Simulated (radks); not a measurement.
The tantalum ion Ta1.2+, configuration [Xe] 4f14 5d2.8 6s1 (fractional occupations, a model configuration). Calculated with a radial shooting solver on a logarithmic mesh with Libxc functionals: Dirac Kohn-Sham, PBE, spin-unpolarised, spherical densities, finite nucleus; open shells are shared between the two j in proportion to 2j + 1; Fermi nuclear charge, rms radius 5.3507 fm. Some entries of the table are withheld. Estimate them.

| orbital | occ. | eigenvalue (hartree) | <1/r> (bohr^-1) |
|---|---|---|---|
| 1s1/2 | 2 | -2471.888 | 85.40 |
| 2s1/2 | 2 | -424.7179 | 20.74 |
| 2p1/2 | 2 | (1) | 20.71 |
| 2p3/2 | 4 | (2) | 17.50 |
| 3s1/2 | 2 | -97.55347 | 7.612 |
| 3p1/2 | 2 | -89.21310 | 7.528 |
| 3p3/2 | 4 | -79.16448 | 6.699 |
| 3d3/2 | 4 | -65.05526 | 6.591 |
| 3d5/2 | 6 | -62.86644 | 6.394 |
| 4s1/2 | 2 | -20.15969 | 3.194 |
| 4p1/2 | 2 | (3) | (4) |
| 4p3/2 | 4 | (5) | (6) |
| 4d3/2 | 4 | -8.74380 | 2.578 |
| 4d5/2 | 6 | -8.31877 | 2.509 |
| 5s1/2 | 2 | -3.01658 | 1.222 |
| 5p1/2 | 2 | -2.01986 | 1.090 |
| 5p3/2 | 4 | -1.69789 | 0.9887 |
| 4f5/2 | 6 | -1.28741 | (7) |
| 4f7/2 | 8 | -1.21456 | (8) |
| 6s1/2 | 1 | -0.48210 | 0.4193 |
| 5d3/2 | 1.12 | -0.46694 | 0.6464 |
| 5d5/2 | 1.68 | -0.44260 | 0.6232 |

Answer. 
(1) 2p1/2 eigenvalue (hartree): -405.9916
(2) 2p3/2 eigenvalue (hartree): -359.3149
(3) 4p1/2 eigenvalue (hartree): -16.71814
(4) 4p1/2 <1/r> (bohr^-1): 3.084
(5) 4p3/2 eigenvalue (hartree): -14.40467
(6) 4p3/2 <1/r> (bohr^-1): 2.796
(7) 4f5/2 <1/r> (bohr^-1): 2.019
(8) 4f7/2 <1/r> (bohr^-1): 1.988
